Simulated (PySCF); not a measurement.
C₄H₇NO, SMILES C/N=C(\C)C=O. Atoms are numbered in the order given.

```xyz
13

C      1.8192    -1.3434    -0.5492
N      1.0813    -0.1019    -0.6611
C     -0.0047     0.0239    -0.0077
C     -0.6488    -0.9861     0.9019
C     -0.6969     1.3510    -0.1924
O     -1.7334     1.6496     0.3441
H      1.2178    -2.2014    -0.9004
H      2.7352    -1.2929    -1.1546
H      2.1044    -1.5529     0.4976
H     -1.5790    -0.5761     1.3163
H      0.0290    -1.2524     1.7293
H     -0.8758    -1.9147     0.3531
H     -0.1466     2.0348    -0.8827
```

Geometry: ωB97X-D3(BJ)/def2-SVP. The structure was generated by enumeration; whether it is a known compound was not checked. The values are those of a single conformer.

Calculation: PBE/def2-TZVP (PySCF).

ESP charges are fitted to the potential on shells at 1.4 to 2.0 van der Waals radii. Atomic charges (e):

```tsv
atom	ESP fit	meta-Löwdin
C1	0.05	(withheld)
N2	-0.62	(withheld)
C3	0.69	0.11
C4	-0.68	-0.39
C5	0.18	0.24
O6	-0.36	-0.36
H7	0.05	0.12
H8	0.08	0.13
H9	0.04	0.12
H10	0.17	(withheld)
H11	0.18	(withheld)
H12	0.18	(withheld)
H13	0.03	(withheld)
```

Task: Fill in the missing entries. (The exact figures need the calculation; the answer reports its results.)

Result: 
- C1, meta-Löwdin: -0.25
- N2, meta-Löwdin: -0.21
- H10, meta-Löwdin: 0.15
- H11, meta-Löwdin: 0.14
- H12, meta-Löwdin: 0.14
- H13, meta-Löwdin: 0.08

Task: Give the Mayer and Wiberg (Löwdin basis) orders of the bonds. (The exact figures need the calculation; the answer reports its results.)

Result: 
```csv
bond,Mayer,Wiberg
C1–N2,0.98,1.38
N2–C3,1.99,2.14
C3–C4,1.01,1.25
C3–C5,0.96,1.19
C5–O6,2.12,2.75
C1–H7,0.95,0.90
C1–H8,0.97,0.92
C1–H9,0.95,0.90
C4–H10,0.94,0.88
C4–H11,0.95,0.88
C4–H12,0.95,0.88
C5–H13,0.93,0.85
```
